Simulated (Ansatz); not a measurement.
Geometry optimisation, Ansatz 0.2.0, RKS B3LYP/6-31G.

Input:

```yaml
crystal:
  periodic: [false, false, false]
  atoms:
    - { symbol: B, position_ang: [-0.5364, -2.0785, 1.2532] }
    - { symbol: C, position_ang: [-0.8009, -0.6341, 0.5574] }
    - { symbol: C, position_ang: [0.0966, 0.0065, -0.2003] }
    - { symbol: C, position_ang: [1.5702, -0.5623, -0.4573] }
    - { symbol: Si, position_ang: [-0.2971, 1.6508, -0.9344] }
    - { symbol: O, position_ang: [-0.6309, 2.792, 0.3413] }
    - { symbol: H, position_ang: [-0.25441, -1.49874, 0.18079] }
    - { symbol: H, position_ang: [0.4706, -2.6081, 1.1295] }
    - { symbol: H, position_ang: [-1.7637, -0.1525, 0.7575] }
    - { symbol: H, position_ang: [1.4012, -1.5427, -0.96] }
    - { symbol: H, position_ang: [2.094, 0.1063, -1.0663] }
    - { symbol: H, position_ang: [2.0553, -0.7171, 0.5214] }
    - { symbol: H, position_ang: [0.7719, 2.1881, -1.7416] }
    - { symbol: H, position_ang: [-1.5099, 1.5295, -1.7589] }
    - { symbol: H, position_ang: [-1.5097, 2.4791, 0.7083] }
basis:
  gaussian: { orbitals: "6-31G" }
hamiltonian:
  xc: b3lyp
relax:
  f_tol: 0.02
  max_steps: 50
output:
  orbitals: {}
```

Launched with:

```bash
$ ansatz run input.yaml --threads 1 --pin off --max-ram 2048MiB --backend cpu --events-out ev --progress --plain --runs-dir out
```

Question: Where does it end, and by what steps?

Answer: The forces met the threshold. Limits of this set-up: no polarisation functions. After 29 steps the energy has fallen by 6.082 eV; H8 moved furthest, 1.96 Å. Parted: B1–H7 (1.25 → 2.28 Å). Joined: B1–C3 (2.62 → 1.54 Å).

```
step  energy less start (eV)  largest force component (eV/Å)  accepted
   0                  0.0000                           4.563       yes
   2                 -2.2177                           1.210       yes
   4                 -2.8549                           0.514       yes
   6                 -3.0430                           0.390       yes
   8                 -3.1319                           0.476       yes
  10                 -3.2306                           0.381       yes
  12                 -3.4028                           0.452       yes
  14                 -3.7152                           0.865       yes
  16                 -4.3907                           1.946       yes
  18                 -5.6035                           1.730       yes
  20                 -6.0143                           0.659       yes
  22                 -6.0629                           0.255       yes
  24                 -6.0691                           0.247        no
  26                 -6.0786                           0.072       yes
  28                 -6.0819                           0.048       yes
  29                 -6.0821                           0.017       yes
```

```xyz
15
Properties=species:S:1:pos:R:3
B -0.534 -1.086 1.021
C -0.852 -1.422 -0.444
C 0.144 -0.245 -0.072
C 1.646 -0.413 -0.353
Si -0.526 1.475 -0.505
O 0.152 2.757 0.450
H -0.428 -2.323 -0.892
H -0.621 -1.359 2.169
H -1.805 -1.155 -0.899
H 1.989 -1.431 -0.129
H 1.873 -0.215 -1.409
H 2.240 0.278 0.256
H -0.117 1.849 -1.896
H -2.030 1.433 -0.377
H 0.027 2.816 1.411
```

Whether the end is a true minimum wasn't checked by a vibrational analysis.

Run time: 5.4 min on 1 thread of Arm Neoverse N1, with other jobs on the host, peak memory 0.19 GiB.
